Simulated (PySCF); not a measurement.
## Strontium: a sound run and one with changed settings

Sound run: Sr [Kr] 5s2, Sr⁺ [Kr] 5s1. All numbers are calculated (PySCF 2.14, scalar relativity by spin-free X2C-1e, in x2c-SVPall (6s4p5d1f, 50 functions)). In the sound run the correlated levels freeze [Kr]. The sound run starts from symmetry-adapted Hartree-Fock orbitals and uses a fine grid where one is needed.

A second run was set up differently.

```
species   method  sound run (hartree)  changed run (hartree)  converged
     Sr      UHF          -3177.02417            -3177.02417        yes
     Sr     MN15          -3180.87131            -3180.87131        yes
     Sr      PBE          -3178.55092            -3178.55071         no
     Sr      MP2          -3177.03991            -3177.02952        yes
     Sr  CCSD(T)          -3177.04837            -3177.04837        yes
    Sr⁺      UHF          -3176.84871            -3176.84871        yes
    Sr⁺     MN15          -3180.64848            -3180.64848        yes
    Sr⁺      PBE          -3178.33799            -3178.33799        yes
```

Ionisation energy of Sr:

```csv
method,sound run (eV),changed run (eV)
UHF,4.774,4.774
MN15,6.064,6.064
MP2,5.203,4.920
SCS-MP2,5.288,4.949
CCSD,5.433,5.433
CCSD(T),5.433,5.433
CCSDT,5.433,5.433
FCI,5.433,5.433
```

Problem. What was changed?
A. basis contracted for another Hamiltonian
B. a valence shell is frozen
C. level shift left on
D. angular grid far too coarse

Solution. C. It used initial guess 1e, at most 50 SCF cycles, level shift 0.5 hartree. A level shift leaves the converged SCF energy unchanged but raises the virtual orbital energies, which shrinks MP2 if it is not removed.
